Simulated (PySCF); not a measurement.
This PySCF input asks for the NMR shieldings of SMILES C(C)#CB(F)OCF, C4H5BF2O; the geometry comes from GFN2-xTB.

```python
import basis_set_exchange as bse
import numpy as np
from pyscf import gto, dft
from pyscf.prop import nmr

atoms = """
C     3.309982    0.298660    0.058435
C     1.900282    0.059825   -0.120564
C     0.718263   -0.131517   -0.264487
B    -0.759933   -0.380761   -0.464769
F    -1.186404   -1.229499   -1.408242
O    -1.667900    0.289780    0.273904
C    -3.028570    0.093177    0.194706
F    -3.423065   -0.769568    1.179296
H     3.484969    1.357524    0.245331
H     3.672040   -0.274556    0.911144
H     3.857505   -0.004653   -0.832993
H    -3.343198   -0.355156   -0.758703
H    -3.538357    1.047231    0.385472
"""
names = dict.fromkeys(["C", "B", "F", "O", "H"], "pcSseg-1")
basis = {el: gto.basis.parse(bse.get_basis(n, elements=[el], fmt="nwchem")) for el, n in names.items()}
mol = gto.M(atom=atoms, basis=basis, charge=0, verbose=0)
mf = dft.RKS(mol, xc="PBE0")
mf.grids.level = 2
mf.grids.alignment = dft.numint.BLKSIZE   # the property module wants whole blocks of grid points
mf.conv_tol = 1e-9
mf.kernel()

calc = nmr.RKS(mf)   # GIAO
C = mf.mo_coeff
Co = C[:, mf.mo_occ > 0]
resp = mf.gen_response(singlet=True, hermi=2)
def vind(x):   # induced exchange potential for any number of trial vectors
    d = np.einsum("pi,xij,qj->xpq", C, 2 * x.reshape(-1, C.shape[1], Co.shape[1]), Co, optimize=True)
    return np.einsum("xpq,pi,qj->xij", resp(d - d.transpose(0, 2, 1)), C, Co, optimize=True).ravel()
mo1, _ = nmr.rhf.solve_mo1(calc, with_cphf=vind)
sigma = calc.kernel(mo1)
for i, s in enumerate(sigma):   # ppm
    w = np.linalg.eigvalsh((s + s.T) / 2)
    print("%2d %-2s iso %8.1f  s11 %8.1f  s22 %8.1f  s33 %8.1f" % (i, mol.atom_pure_symbol(i), w.mean(), *w))
```

Task: Give the expected output.

Result: 
```
 0 C  iso    181.4  s11    172.4  s22    174.0  s33    197.7
 1 C  iso     77.1  s11    -24.5  s22     -3.7  s33    259.6
 2 C  iso    103.9  s11     16.8  s22     24.2  s33    270.7
 3 B  iso     83.2  s11     70.8  s22     88.7  s33     90.1
 4 F  iso    264.5  s11     89.7  s22    285.0  s33    418.9
 5 O  iso    164.2  s11     28.8  s22    148.0  s33    315.8
 6 C  iso     87.4  s11     62.3  s22     81.3  s33    118.5
 7 F  iso    334.7  s11    215.3  s22    348.4  s33    440.5
 8 H  iso     29.6  s11     24.6  s22     27.9  s33     36.3
 9 H  iso     29.6  s11     24.8  s22     27.8  s33     36.2
10 H  iso     29.6  s11     24.6  s22     27.9  s33     36.4
11 H  iso     25.4  s11     21.6  s22     26.7  s33     28.1
12 H  iso     26.0  s11     21.5  s22     26.1  s33     30.3
```

These numbers come from an equivalent density-fitted implementation of the same equations, which agrees with the script to about 0.01 ppm for H and up to a few tenths of a ppm for heavy atoms, so last digits may differ.

Size and cost of the density-fitted run: 161 basis functions, 35 s wall time on 1 thread of an Arm Neoverse N1, shared host; peak memory 0.72 GiB.
